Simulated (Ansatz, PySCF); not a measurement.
Diatomic NaBe+, closed-shell singlet (lowest of 2S+1 = 1, 3 at CCSD(T)/def2-TZVPP on PBE0 minima; our sources give no spin for the ground state, which may be another).

Seven points along R, fitted to fifth degree in 1/R; most abundant isotopes. Runs in def2 and cc sets follow the lowest solution found near the PBE0 minimum. The singlet is held restricted. HF and MP2 rows in def2 and cc sets belong to the determinant that coupled cluster picked by its CCSD energy.

The values were computed with Ansatz (Gaussian orbitals); PySCF for 6-31G* rows. Values without a source in brackets are computed.

| level | r_e (Å) | ω_e (cm⁻¹) | α_e (cm⁻¹) | B_e (cm⁻¹) |
|---|---|---|---|---|
| HF/6-31G* | 3.033 | 199 | 0.0050 | 0.283 |
| HF/def2-TZVPP | 3.060 | 188 | 0.0055 | 0.278 |
| HF/def2-QZVPP | 3.054 | 189 | 0.0055 | 0.279 |
| SVWN5/def2-TZVPP | 2.893 | 217 | 0.0052 | 0.311 |
| PBE/def2-TZVPP | 2.949 | 208 | 0.0052 | 0.299 |
| BP86/6-31G* | 2.998 | 195 | 0.0051 | 0.290 |
| r2SCAN/def2-TZVPP | 2.996 | 198 | 0.0054 | 0.290 |
| B97M-V/def2-TZVPP | 3.049 | 180 | 0.0047 | 0.280 |
| B3LYP/6-31G* | 2.945 | 209 | 0.0050 | 0.300 |
| B3LYP/def2-TZVPP | 2.947 | 206 | 0.0053 | 0.300 |
| PBE0/def2-TZVPP | 2.953 | 208 | 0.0053 | 0.299 |
| BHLYP/def2-TZVPP | 2.936 | 211 | 0.0054 | 0.302 |
| CAM-B3LYP/def2-TZVPP | 2.917 | 213 | 0.0054 | 0.306 |
| wB97X-V/def2-TZVPP | 2.954 | 209 | 0.0054 | 0.298 |
| wB97M-V/def2-TZVPP | 2.955 | 197 | 0.0056 | 0.298 |
| B2PLYP/def2-TZVPP | 2.958 | 205 | 0.0053 | 0.298 |
| MP2/6-31G* | 3.009 | 202 | 0.0052 | 0.288 |
| MP2/def2-TZVPP | 3.007 | 196 | 0.0053 | 0.288 |
| MP2/def2-QZVPP | 2.963 | 205 | 0.0051 | 0.297 |
| SCS-MP2/def2-TZVPP | 3.018 | 193 | 0.0053 | 0.286 |
| SCS-MP2/def2-QZVPP | 2.974 | 203 | 0.0051 | 0.294 |
| CCSD/def2-TZVPP | 3.017 | 191 | 0.0054 | 0.286 |
| CCSD/def2-QZVPP | 2.976 | 199 | 0.0052 | 0.294 |
| CCSD(T)/def2-TZVPP | 3.010 | 193 | 0.0054 | 0.287 |
| CCSD(T)/def2-QZVPP | 2.968 | 201 | 0.0052 | 0.296 |

Correlated levels freeze the inner cores; with def2 sets outer-core shells near the valence are correlated too. Rows in 6-31G* carry no dispersion term and start afresh at each structure (6-31G* with six Cartesian d functions). MP2/6-31G* freezes PySCF's default core, which is smaller on s-block atoms.

Doubts at one or more of the structures used: a restricted determinant that unrestricted orbitals would lower (HF/def2-TZVPP, HF/def2-QZVPP, MP2/def2-TZVPP, MP2/def2-QZVPP, SCS-MP2/def2-TZVPP, SCS-MP2/def2-QZVPP, CCSD/def2-TZVPP, CCSD/def2-QZVPP, CCSD(T)/def2-TZVPP, CCSD(T)/def2-QZVPP).

Ansatz is an electronic-structure program.
